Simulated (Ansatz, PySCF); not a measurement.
Complex: H2O (SMILES O) (first 3 atoms) with CH3F (SMILES CF); geometry from B3LYP-D3(BJ)/def2-TZVP.
(charge 0, multiplicity 1):
```xyz
8

O      0.000     0.483    -0.139
H      0.209    -0.135     0.573
H     -0.439    -0.041    -0.816
C     -0.222     0.592     3.137
F      0.236    -0.582     2.522
H     -0.528     1.287     2.356
H     -1.064     0.333     3.778
H      0.595     1.007     3.727
```

Counterpoise-corrected where a basis set is named; no monomer relaxation.

Correlated levels freeze the cores.

Run with Ansatz (an electronic-structure program) with Gaussian orbitals; PySCF for the dispersion terms. 

### Question
Estimate the interaction energy that revPBE/def2-TZVPPD returns for this input.

### Answer
-1.5 kcal/mol

### Question
What interaction energy does CCSD(T)/aug-cc-pVDZ give?

### Answer
-3.4 kcal/mol

### Question
What interaction energy does r2SCAN-D4/def2-TZVPPD give?

### Answer
-4.1 kcal/mol
